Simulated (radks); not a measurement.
Results of a calculation; reference values are marked as such.
Ionisation of Ti, [Ar] 3d2 4s2, to Ti+, [Ar] 3d2 4s1, under several functionals. Scalar-relativistic Kohn-Sham, spin-polarised, spherical densities, finite nucleus; open shells are filled with parallel spins first; a radial shooting solver on a logarithmic mesh with Libxc functionals.

functional                                      E(Ti) (hartree)  Exc (hartree)  IE (eV)  -e(HOMO) (eV)  <r> HOMO (bohr)  IE error (eV)
Wu-Cohen GGA                                         -853.23086      -41.59243    6.560          4.148            3.601         -0.268
RPBE                                                 -853.76657      -42.13901    6.683          4.127            3.643         -0.145
exchange-only PBE                                    -852.71284      -41.05164    5.966          3.466            3.744         -0.862
exchange-only r2SCAN                                 -852.87731      -41.21680    5.472          3.530            3.869         -1.356
PBEsol                                               -852.62523      -40.96918    6.654          4.170            3.606         -0.174
TASK exchange with Perdew-Wang LDA correlation       -853.40614      -41.75255    5.908          4.180            3.909         -0.920
LDA (Slater exchange, VWN5 correlation)              -851.75676      -40.08185    6.929          4.298            3.578         +0.101

NIST Atomic Spectra Database: 6.828 eV (measured). Closest: LDA (Slater exchange, VWN5 correlation). The Delta-SCF values span 1.46 eV, the total energies 2.01 hartree. The highest occupied level is 4s. Open shells are spherical and high-spin; term and fine-structure splittings are not resolved.
